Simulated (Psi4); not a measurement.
Cl₂, charge +1, doublet, at a GFN2-xTB geometry (a state made from the parent by changing its charge; the spin is typed, not shown lowest); Psi4 with TPSS/6-31G.

Psi4 was given this input:
```
memory 2 GB

molecule mol {
1 2
  Cl   -0.000000   -0.000000   -0.980432
  Cl    0.000000    0.000000    0.980432
}

set basis 6-31g
set reference uks

energy('tpss')
print_variables()
```

Task: Predict the main parts of the log of this Psi4 run.

Result: 
```
   => Loading Basis Set <=

    Name: 6-31G
    Role: ORBITAL
    Keyword: BASIS

         ---------------------------------------------------------
                                   SCF
               by Justin Turney, Rob Parrish, Andy Simmonett
                          and Daniel G. A. Smith
                              UKS Reference
         ---------------------------------------------------------

  ==> Geometry <==

    Molecular point group: d2h
    Full point group: D_inf_h

    Geometry (in Angstrom), charge = 1, multiplicity = 2:

       Center              X                  Y                   Z               Mass
    ------------   -----------------  -----------------  -----------------  -----------------
         CL           0.000000000000     0.000000000000    -0.980432000000    34.968852682000
         CL           0.000000000000     0.000000000000     0.980432000000    34.968852682000

  Running in d2h symmetry.

  Rotational constants: A = ************  B =      0.25076  C =      0.25076 [cm^-1]
  Rotational constants: A = ************  B =   7517.45548  C =   7517.45548 [MHz]
  Nuclear repulsion =   77.992259475226248

  Charge       = 1
  Multiplicity = 2
  Electrons    = 33
  Nalpha       = 17
  Nbeta        = 16

  ==> Algorithm <==

  SCF Algorithm Type is DF.
  DIIS enabled.
  MOM disabled.
  Fractional occupation disabled.
  Guess Type is SAD.
  Energy threshold   = 1.00e-06
  Density threshold  = 1.00e-06
  Integral threshold = 1.00e-12

  ==> Primary Basis <==

  Basis Set: 6-31G
    Blend: 6-31G
    Number of shells: 14
    Number of basis functions: 26
    Number of Cartesian functions: 26
    Spherical Harmonics?: false
    Max angular momentum: 1

  ==> DFT Potential <==

   => LibXC <=

    Version 7.1.2
    S. Lehtola, C. Steigemann, M. J. T. Oliveira, and M. A. L. Marques,  SoftwareX 7, 1–5 (2018) (10.1016/j.softx.2017.11.002)

   => Composite Functional: TPSS <=

    TPSS Meta-GGA XC Functional

    J. Tao, et al., Phys. Rev. Lett., 91, 146401, 2003

    Deriv               =              1
    GGA                 =           TRUE
    Meta                =           TRUE

    Exchange Hybrid     =          FALSE
    MP2 Hybrid          =          FALSE

   => Exchange Functionals <=

    1.0000   XC_MGGA_X_TPSS

   => Correlation Functionals <=

    1.0000   XC_MGGA_C_TPSS

   => LibXC Density Thresholds  <==

    XC_MGGA_C_TPSS:  1.00E-15
    XC_MGGA_X_TPSS:  1.00E-15

   => Molecular Quadrature <=

[...]
   @S   Observed:                5.000000000E-01

    Orbital Energies [Eh]
    ---------------------

    Alpha Occupied:

[...]
    Alpha Virtual:

[...]
    Beta Occupied:

[...]
       2B2g   -0.573263

    Beta Virtual:

[...]
       7B1u    0.272883

    Final Occupation by Irrep:
             Ag   B1g   B2g   B3g    Au   B1u   B2u   B3u
    DOCC [     5,    0,    2,    1,    0,    4,    2,    2 ]
    SOCC [     0,    0,    0,    1,    0,    0,    0,    0 ]
    NA   [     5,    0,    2,    2,    0,    4,    2,    2 ]
    NB   [     5,    0,    2,    1,    0,    4,    2,    2 ]

  @DF-UKS Final Energy:  -919.88881734027029

   => Energetics <=

    Nuclear Repulsion Energy =             77.9922594752262484
    One-Electron Energy =               -1413.8375529495358478
    Two-Electron Energy =                 472.1559187549790977
    DFT Exchange-Correlation Energy =     -56.1994426209398270
    Empirical Dispersion Energy =           0.0000000000000000
    VV10 Nonlocal Energy =                  0.0000000000000000
    Total Energy =                       -919.8888173402702932

  UHF NO Occupations:
  HONO-2 :    4B1u 1.9999690
  HONO-1 :    2B2u 1.9998123
  HONO-0 :    2B3g 1.0000000
  LUNO+0 :    3B2u 0.0001877
  LUNO+1 :    5B1u 0.0000310
  LUNO+2 :    6 Ag 0.0000098
  LUNO+3 :    3B3u 0.0000057

Computation Completed

Properties will be evaluated at   0.000000,   0.000000,   0.000000 [a0]

Properties computed using the SCF density matrix

 Multipole Moments:

 ------------------------------------------------------------------------------------
     Multipole            Electronic (a.u.)      Nuclear  (a.u.)        Total (a.u.)
 ------------------------------------------------------------------------------------

 L = 1.  Multiply by 2.5417464519 to convert [e a0] to [Debye]
 Dipole X            :          0.0000000            0.0000000            0.0000000
 Dipole Y            :          0.0000000            0.0000000            0.0000000
 Dipole Z            :          0.0000000            0.0000000            0.0000000
 Magnitude           :                                                    0.0000000

 ------------------------------------------------------------------------------------

  Variable Map:
  ----------------------------------------------------------------------------
[...]
  Array Variable Map:
  ----------------------------------------------------------------------------
[...]
[...]
```
